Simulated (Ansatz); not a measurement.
Energy profile

The step: TiNH₃OF₂ ([NH2][Ti]([OH])([F])[F]) → TiOF₂ ([O][Ti]([F])[F]) + NH₃ (still joined by a long Ti–N bond); bonds formed: N2–H4; bonds broken: O3–H4; bonds weakened to dative contacts: Ti1–N2 (atoms numbered as in the saddle structure below).

Ti1  (-0.822, -0.357, -0.251)
N2  (0.801, 0.623, 0.468)
O3  (0.401, -1.247, -1.027)
H4  (1.037, -0.433, -0.396)
F5  (-1.809, 0.614, -1.351)
F6  (-1.703, -1.271, 0.980)
H7  (1.019, 1.555, 0.145)
H8  (1.076, 0.515, 1.434)
(Å)

Electronic energies by CCSD(T) at an estimated basis limit (MP2 extrapolated from triple and quadruple zeta, plus CCSD(T) − MP2 in triple zeta), on PBE0-D4/def2-TZVP structures; TiNH$_{3}$OF$_{2}$, singlet; no counterpoise correction. Program: Ansatz 0.2.0. Basis: def2-TZVPP and def2-QZVPP. Cores are frozen in the correlated methods. Extrapolation: Hartree–Fock as exp(−7.88 √X), correlation as X^−2.97.

Problem. Give the profile in eV, counted from the start structure. (Judge from chemistry; the value comes from the calculation.)

Solution. By the calculation:
| point | eV |
| --- | --- |
| start structure | 0.000 |
| saddle | 1.230 |
| end structure | -0.187 |
| separated: TiOF$_{2}$ (linked as [O][Ti]([F])[F]; Ti1, O3, F5, F6; singlet) + NH$_{3}$ (N2, H4, H7, H8; singlet) | 1.771 |

No T1 diagnostic of these runs exceeds 0.028. The T1 diagnostic is large here, which may signal multireference character or strong orbital relaxation, so CCSD(T) is less sure.

For scale, one of the runs: CCSD(T)/def2-TZVPP, 230 basis functions, launched by `ansatz run in.yaml --threads 8 --pin off --events-out ev --progress --plain --max-ram 19148MiB`. Time: 38 s of wall clock on 8 CPU threads of an AMD EPYC 9R45; the host was shared. Peak host memory: 4.7 GiB.
